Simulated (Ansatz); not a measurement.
```yaml
crystal:
  periodic: [false, false, false]
  atoms:
    - {symbol: K, position_ang: [-0.652746, 0.210880, 2.364359]}
    - {symbol: K, position_ang: [-0.363817, 3.984211, 0.059009]}
    - {symbol: K, position_ang: [-3.089312, 0.342102, -1.454057]}
    - {symbol: K, position_ang: [-0.657298, -3.382618, -0.510330]}
    - {symbol: K, position_ang: [1.410725, 0.461426, -1.966504]}
    - {symbol: K, position_ang: [3.352448, -1.616001, 1.507523]}
basis:
  gaussian: {orbitals: def2-TZVPD, initial_orbitals: start.molden}
total_charge: -1
magnetization: {spin_polarized: true, initial_magnetization: 1}
hamiltonian: {xc: {name: wB97M-V}}
scf: {omitted_lower_state_checks: [starts]}
output: {orbitals: {seedname: orbitals}}
```

The file start.molden holds the orbitals of an earlier run on this structure, at another level or in another basis.

```sh
$ ansatz run in.yaml --threads 4 --pin off --events-out ev --progress --plain --max-ram 4787MiB
```

Problem. Does this run fit into the memory that it is given?

Solution. No. It has 216 basis functions, and Ansatz plans for 6 GiB where 5 GiB are given.
